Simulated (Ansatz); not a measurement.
Reaction (ligand exchange at the Si–O bond): `C[SiH](O)O[SiH2]O` + H₂Te → `O[SiH2][TeH]` + `C[SiH](O)O`

Isolated molecules relaxed with PBE0-D4/def2-TZVP in Ansatz; ΔE leaves out vibrations. CBS: MP2 limit from def2 TZ/QZ plus the TZ coupled-cluster correction, frozen cores. Functionals use def2-TZVPP. B3LYP here is the variant with VWN-RPA as its local correlation; programs differ in this. Elements past krypton have def2 core potentials. For Te outer-core shells are correlated without core-valence functions, which leaves a few kJ/mol of doubt a bond. Each species was taken in one conformer, which may not be the lowest.

`C[SiH](O)O[SiH2]O`:

```xyz
14

C     1.589   -0.527    1.808
Si    0.892    0.284    0.304
O     1.309   -0.624   -0.998
O    -0.750    0.381    0.414
Si   -1.972    0.096   -0.624
O    -1.462    0.312   -2.182
H     1.205   -1.545    1.908
H     1.322    0.033    2.707
H     2.679   -0.576    1.747
H     1.384    1.680    0.150
H     0.857   -0.420   -1.821
H    -2.402   -1.315   -0.532
H    -3.074    1.039   -0.315
H    -1.577    1.182   -2.567
```

H₂Te:

```xyz
3

Te    0.608    0.312    0.371
H    -0.431   -0.940    0.681
H    -0.177    0.628   -1.052
```

`O[SiH2][TeH]`:

Z-matrix (Å, degrees):
```
Si
Te 1 2.499
O 1 1.643 2 113.5
H 1 1.478 2 108.1 3 116.6
H 1 1.485 2 106.3 3 -123.7
H 2 1.657 1 91.0 3 97.5
H 3 0.959 1 117.4 2 -44.3
```

`C[SiH](O)O`:

Cartesian coordinates in Å:
```
C 0.153 0.230 1.328
Si -0.280 -0.334 -0.382
O -0.904 0.993 -1.131
O 1.011 -0.955 -1.194
H 0.864 1.061 1.298
H -0.739 0.576 1.855
H 0.599 -0.583 1.904
H -1.254 -1.453 -0.394
H -1.246 0.874 -2.019
H 1.796 -0.409 -1.264
```

```tsv
level	ΔE (kcal/mol)	difference from CCSD(T)/CBS
PBE-D4	12.1	-3.7
PBE0-D4	13.6	-2.2
B3LYP-D4	17.1	1.3
ωB97X-V	16.9	1.1
ωB97M-V	17.0	1.2
B2PLYP	16.7	0.9
PBE	11.4	-4.4
r2SCAN	15.4	-0.4
PBE0	12.9	-2.9
MP2/def2-TZVPP	16.0	0.2
SCS-MP2/def2-TZVPP	17.6	1.8
CCSD/def2-TZVPP	18.3	2.5
CCSD(T)/def2-TZVPP	17.7	1.9
MP2/def2-QZVPP	15.1	-0.7
SCS-MP2/def2-QZVPP	16.7	0.9
HF/CBS(def2)	21.0	5.2
CCSD(T)/CBS	15.8	0
```

Largest T1 diagnostic among the species: 0.011.

In def2-TZVPP, CCSD(T) changes the Hartree–Fock value by −2.9 kcal/mol (the triples alone add −0.6 kcal/mol) and MP2 by −4.5 kcal/mol. The D4 term adds +1.0 kcal/mol with B3LYP and +0.6 kcal/mol with PBE0; it sums over pairs of atoms, weighted by their polarisabilities, and B3LYP, whose exchange is more repulsive, gets the larger term. From PBE to PBE0 (25 % exact exchange), in def2-TZVPP and without D4, ΔE moves by +1.6 kcal/mol.
